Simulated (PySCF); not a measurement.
# How methods differ on the electron affinity of I

I⁻ [Xe] (1S) → I [Kr] 4d10 5s2 5p5 (2P), as a difference of total energies. Calculation: PySCF 2.14, in def2-TZVPPD with the def2 core potential (28 electrons) (7s6p4d2f, 59 functions); scalar relativity through the core potential. Correlated levels: valence: 4s2 4p6 4d10 frozen. The calculations carry no spin-orbit coupling.

Question: Order these methods by the electron affinity they give, lowest first.
A. CCSD(T) (valence)
B. SCS-MP2 (valence)
C. CCSD (valence)
D. MP2 (valence)

Answer: C (3.050 eV), B (3.085 eV), A (3.105 eV), D (3.152 eV).

The reference lies between the lowest fine-structure levels, while these numbers refer to the centres of the terms.

Errors of the correlated levels include the incompleteness of this basis and the frozen core.

For comparison: 3.059 eV (measured; photodetachment measurements, as compiled on the Wikipedia data page of electron affinities).
